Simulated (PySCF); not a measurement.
Record of a relaxation.

CH₅BF₂Sn.
Numbering: `[CH3:1][SnH2:2][B:3]([F:4])[F:5]` (hydrogens: H6, H7, H8 on C1; H9, H10 on Sn2)

Method: PySCF 2.14.0, PBE0-D3(BJ)/def2-SVP geometry optimisation, gas phase, def2 core potentials past Kr; density fitting, grid level 1; the optimiser is geomeTRIC in internal coordinates, started from a GFN2-xTB structure with every atom displaced at random (about 0.01 Å). The frame can shift and turn from step to step; on so coarse a grid that alone can change the energy by a few meV, and forces under 0.02 eV/Å are noise.

Step 0: E = -13049.6227 eV, largest atomic force 1.762 eV/Å
```
atom  x, y, z in Å  |  force x, y, z in eV/Å
C1     -1.599   -0.576    0.011   -0.636   1.629  -0.216
Sn2     0.076    0.765   -0.217   -0.270  -0.377   0.451
B3      2.030   -0.233    0.249    1.105  -0.676  -0.035
F4      2.666   -1.086   -0.548   -0.595   0.153  -0.372
F5      2.714   -0.047    1.360   -0.359   0.449   0.414
H6     -2.538   -0.027   -0.253    0.573  -0.262   0.127
H7     -1.687   -0.902    1.031   -0.006  -0.365   0.819
H8     -1.500   -1.405   -0.651    0.141  -1.024  -0.681
H9     -0.167    2.121    0.757   -0.015   0.274   0.395
H10     0.057    1.369   -1.760    0.060   0.201  -0.903
```

Step 1: E = -13049.7391 eV, largest atomic force 0.636 eV/Å
```
atom  x, y, z in Å  |  force x, y, z in eV/Å
C1     -1.568   -0.512    0.053    0.029  -0.168  -0.052
Sn2     0.092    0.841   -0.231    0.120   0.194  -0.103
B3      2.022   -0.316    0.196   -0.585   0.225   0.107
F4      2.448   -1.229   -0.647    0.199  -0.052  -0.061
F5      2.662   -0.191    1.340    0.175  -0.024  -0.071
H6     -2.512   -0.002   -0.172   -0.037   0.036  -0.030
H7     -1.602   -0.866    1.096    0.048   0.007  -0.084
H8     -1.461   -1.379   -0.622   -0.014   0.121   0.132
H9     -0.098    2.197    0.832    0.057  -0.197  -0.127
H10     0.070    1.440   -1.865    0.009  -0.143   0.289
```

Step 2: E = -13049.7574 eV, largest atomic force 0.119 eV/Å
```
atom  x, y, z in Å  |  force x, y, z in eV/Å
C1     -1.574   -0.520    0.054   -0.047   0.003  -0.019
Sn2     0.087    0.827   -0.222   -0.067  -0.057  -0.008
B3      1.998   -0.307    0.193   -0.009   0.107   0.050
F4      2.480   -1.190   -0.656    0.008  -0.079  -0.088
F5      2.675   -0.143    1.311    0.049   0.004   0.032
H6     -2.517   -0.003   -0.175    0.016  -0.012   0.008
H7     -1.607   -0.874    1.094    0.014  -0.005  -0.001
H8     -1.470   -1.384   -0.618    0.007   0.008   0.021
H9     -0.088    2.166    0.829    0.018   0.034   0.060
H10     0.069    1.409   -1.832    0.012  -0.002  -0.055
```

Step 3: E = -13049.7594 eV, largest atomic force 0.057 eV/Å
```
atom  x, y, z in Å  |  force x, y, z in eV/Å
C1     -1.577   -0.524    0.060   -0.017   0.017  -0.005
Sn2     0.081    0.825   -0.219   -0.051  -0.012   0.013
B3      2.003   -0.297    0.187    0.003   0.054   0.018
F4      2.469   -1.182   -0.671    0.010  -0.020  -0.001
F5      2.697   -0.130    1.295    0.012  -0.013  -0.032
H6     -2.521   -0.010   -0.167    0.007  -0.007   0.006
H7     -1.605   -0.879    1.100    0.007  -0.004   0.009
H8     -1.471   -1.388   -0.610    0.010  -0.010  -0.001
H9     -0.085    2.166    0.837    0.009  -0.003   0.017
H10     0.061    1.401   -1.833    0.010  -0.003  -0.024
```

Step 4: E = -13049.7598 eV, largest atomic force 0.040 eV/Å
```
atom  x, y, z in Å  |  force x, y, z in eV/Å
C1     -1.580   -0.534    0.072    0.011   0.002   0.009
Sn2     0.069    0.824   -0.215    0.001   0.019  -0.002
B3      2.008   -0.279    0.171    0.024  -0.030  -0.012
F4      2.464   -1.170   -0.688   -0.013   0.026   0.014
F5      2.725   -0.103    1.263   -0.016   0.012  -0.014
H6     -2.527   -0.026   -0.151   -0.005  -0.003   0.003
H7     -1.598   -0.889    1.112   -0.002  -0.002   0.007
H8     -1.468   -1.397   -0.598    0.004  -0.012  -0.009
H9     -0.086    2.163    0.847   -0.004  -0.014  -0.011
H10     0.044    1.393   -1.835    0.001   0.001   0.014
```

Step 5: E = -13049.7596 eV, largest atomic force 0.039 eV/Å
```
atom  x, y, z in Å  |  force x, y, z in eV/Å
C1     -1.577   -0.542    0.078    0.013  -0.005   0.005
Sn2     0.064    0.824   -0.214    0.009   0.010  -0.001
B3      2.010   -0.268    0.164    0.014  -0.032  -0.019
F4      2.463   -1.159   -0.697   -0.004   0.024   0.018
F5      2.733   -0.086    1.250   -0.012   0.007  -0.006
H6     -2.529   -0.040   -0.142   -0.004  -0.004   0.002
H7     -1.591   -0.897    1.118   -0.001  -0.001   0.002
H8     -1.462   -1.405   -0.593    0.000  -0.004  -0.003
H9     -0.092    2.161    0.850   -0.009  -0.001  -0.006
H10     0.034    1.392   -1.834   -0.005   0.005   0.008
```

Step 6: E = -13049.7596 eV, largest atomic force under 0.02 eV/Å
```
atom  x, y, z in Å  |  force x, y, z in eV/Å
C1     -1.576   -0.544    0.079    0.008  -0.006   0.002
Sn2     0.063    0.825   -0.215    0.008   0.004  -0.001
B3      2.009   -0.266    0.162    0.004  -0.014  -0.011
F4      2.465   -1.157   -0.698   -0.001   0.011   0.004
F5      2.731   -0.083    1.249   -0.005   0.007   0.002
H6     -2.528   -0.044   -0.141   -0.002  -0.005   0.002
H7     -1.588   -0.899    1.119    0.001  -0.001   0.000
H8     -1.460   -1.407   -0.592    0.000  -0.001   0.001
H9     -0.095    2.161    0.849   -0.007   0.001  -0.003
H10     0.032    1.394   -1.834   -0.006   0.005   0.004
```

**Question.** Summarise the path.

**Answer.** The energy falls by 13.21 kJ/mol from step 0 to step 6; nine tenths of that is first reached at step 2. It never rises by more than 0.2 meV. The largest force goes from 1.762 to under 0.02 eV/Å. Among the bonds Sn2–H10 changes most, from 1.658 to 1.716 Å; the atoms move by 0.081 Å rms after alignment.

The cost below is that of the whole optimisation. The run took 18 s of wall time on AMD EPYC 9B45, one thread, shared host with 96 logical CPUs at a one-minute load of 23, and the process peaked at 0.45 GiB of memory.
